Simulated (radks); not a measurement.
Problem. The thallium ion Tl3+, 78 electrons, occupied as [Kr] 4d10 4f14 5s2 5p5.75 5d10 6p0.25 (fractional occupations, a model configuration). Calculated with a radial shooting solver on a logarithmic mesh with Libxc functionals: Dirac Kohn-Sham, BLYP, spin-unpolarised, spherical densities, finite nucleus; open shells fill j = l - 1/2 first; Fermi nuclear charge, rms radius 5.4759 fm.

Spin-orbit splittings of the eigenvalues, e(l+1/2) - e(l-1/2), with zeta = 2 splitting/(2l+1) and mean radii in bohr:

| shell | occ. | splitting (eV) | zeta (eV) | <r> j=l-1/2 | <r> j=l+1/2 |
|---|---|---|---|---|---|
| 2p | 6 | 2066 | 1377 | 0.05588 | 0.06468 |
| 3p | 6 | 459.3 | 306.2 | 0.1674 | 0.1835 |
| 3d | 10 | 98.10 | 39.24 | 0.1595 | 0.1644 |
| 4p | 6 | 111.7 | 74.47 | 0.3931 | 0.4275 |
| 4d | 10 | 20.84 | 8.337 | 0.4333 | 0.4445 |
| 4f | 14 | 4.603 | 1.315 | 0.4643 | 0.4708 |
| 5p | 5.75 | ? | ? | 0.9390 | 1.031 |
| 5d | 10 | 2.350 | 0.9399 | 1.308 | 1.353 |
| 6p | 0.25 | 2.457 | 1.638 | 2.518 | 2.738 |

Estimate the 5p splitting.

Solution. 20.41 eV (zeta = 13.60 eV).
